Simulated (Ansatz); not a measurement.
CH5PZn, SMILES `[CH3][Zn][PH2]`. Charge 0, multiplicity 1. Geometry: relaxed with PBE0-D4/def2-TZVP. It is one conformer, not always the lowest.

```xyz
8

C     0.538    1.057   -1.243
Zn    0.169   -0.153    0.236
P    -0.203   -1.575    1.989
H     0.487    2.097   -0.913
H    -0.190    0.920   -2.047
H     1.535    0.879   -1.652
H    -1.025   -2.421    1.190
H    -1.312   -0.804    2.440
```

Problem. What is the dipole moment at r2SCAN/def2-TZVPP? (An estimate is asked.)

Solution. Computed: 1.23 D, with components (-0.24, 0.71, -0.98) D in this frame, pointing from negative to positive charge.

Problem. And with PBE, B3LYP, ωB97M-V? (An estimate is asked.)

Solution. Ansatz gave: PBE 1.18 D, B3LYP 1.14 D, ωB97M-V 1.16 D.

Problem. Give the Mulliken charges with r2SCAN, ωB97M-V, B3LYP in def2-TZVPP. (Best estimate.)

Solution. Ansatz gave: 
```
atom  r2SCAN  ωB97M-V  B3LYP
  C1   -0.38    -0.53  -0.45
 Zn2    0.30     0.33   0.30
  P3   -0.18    -0.26  -0.18
  H4    0.07     0.12   0.10
  H5    0.07     0.12   0.10
  H6    0.07     0.12   0.10
  H7    0.02     0.06   0.02
  H8    0.02     0.06   0.02
```

B3LYP here is the variant with VWN-RPA as its local correlation; programs differ in this.
